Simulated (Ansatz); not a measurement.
Start from `C=C1OC1[SiH3]` and change one atom or group to get `C=C1CO1`.

Ansatz, PBE0-D4/def2-TZVP geometries, multiplicity 1. 

| property | `C=C1OC1[SiH3]` |
| --- | --- |
| HOMO–LUMO gap (PBE/def2-TZVPP) / eV | 5.22 |
| HOMO energy (ωB97M-V/def2-TZVPP) / eV | -9.36 |
| LUMO energy (ωB97M-V/def2-TZVPP) / eV | 2.04 |
| HOMO–LUMO gap (B3LYP/def2-TZVPP) / eV | 6.98 |
| LUMO energy (PBE0/def2-TZVPP) / eV | 0.34 |
| ideal-gas entropy at 298 K and 1 bar (rigid rotor, harmonic PBE0-D4/def2-TZVP) / J/(mol·K) | 326 |

**Question.** What does the change do to each property? (Best estimate.)

**Answer.** Ansatz gave: 
```
                                                                                  property  `C=C1CO1`  shift
                                                       HOMO–LUMO gap (PBE/def2-TZVPP) / eV       5.49   0.27
                                                     HOMO energy (ωB97M-V/def2-TZVPP) / eV      -9.30   0.06
                                                     LUMO energy (ωB97M-V/def2-TZVPP) / eV       2.85   0.81
                                                     HOMO–LUMO gap (B3LYP/def2-TZVPP) / eV       7.27   0.29
                                                        LUMO energy (PBE0/def2-TZVPP) / eV       0.73   0.39
ideal-gas entropy at 298 K and 1 bar (rigid rotor, harmonic PBE0-D4/def2-TZVP) / J/(mol·K)        269    -57
```

With PBE0 the HOMO rises by 0.07 eV and the LUMO rises by 0.39 eV, so the gap widens by about 0.32 eV. PBE moves the HOMO by 0.08 eV and ωB97M-V by 0.06 eV. The zero-point energy changes by -38.3 kJ/mol with -9 modes.

Positive LUMOs are unbound, so they and the gaps depend on the basis.

B3LYP here is the variant with VWN-RPA as its local correlation; programs differ in this.
